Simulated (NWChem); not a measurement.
Total energies of H2BO2

```xyz
5

O     -1.2159     0.0000    -0.0411
B      0.0000     0.0000     0.5379
O      1.2159     0.0000    -0.0411
H     -1.2184     0.0000    -1.0157
H      1.2184     0.0000    -1.0157
```
Charge 0, spin multiplicity 2.

All runs are NWChem calculations. The geometry was optimised at UB3LYP/def2-SVP, a minimum by its harmonic frequencies. It is one conformer; others weren't searched.

Basis set: 6-311G** (66 functions).

| method | total energy (Ha) |
|---|---|
| UHF | -175.65996 |
| UMP2 | -176.12876 |
| UB2PLYP | -176.42273 |
| UPBE | -176.37125 |
| UB3LYP | -176.57552 |
| UTPSS | -176.58855 |

Total energies of different functionals aren't comparable as a measure of quality: only differences taken within one method are. 

The correlated methods keep 3 core orbitals frozen. B3LYP has NWChem's definition, with VWN1-RPA local correlation. The Pople sets run with spherical d functions. The structure started from a generated list of species. The unpaired electrons of the parent sit in orbitals of symmetry a1 (C2v labels of the run); other states weren't searched. The stability of the SCF solutions was not checked. Open-shell Hartree-Fock references start from PBE0 orbitals.
